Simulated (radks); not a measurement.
Values are calculated unless marked as measured or tabulated.
Question: Spherical quantum dot in the effective-mass picture: electrons in a hard-walled sphere of radius 4.81, all in effective atomic units (hartree* = m*/eps^2 hartree, bohr* = eps/m* bohr), one dielectric constant everywhere. Level of theory: non-relativistic Kohn-Sham, exchange-only LDA, spin-polarised, spherical densities (a radial shooting solver with Libxc functionals). Levels are named by radial order and angular momentum (1s, 1p, 1d, 2s, ...), and open shells are averaged over m. Results are scaled to m* = 0.063 and eps = 15.2, for which hartree* = 7.42 meV and bohr* = 12.77 nm. At N = 1 the configuration is 1s(up 1, down 0). Does electron 2 go into 1s down or 1p up?

Answer: Into 1s down. The total energies of the other choices lie higher by 0.858 meV (1p up).
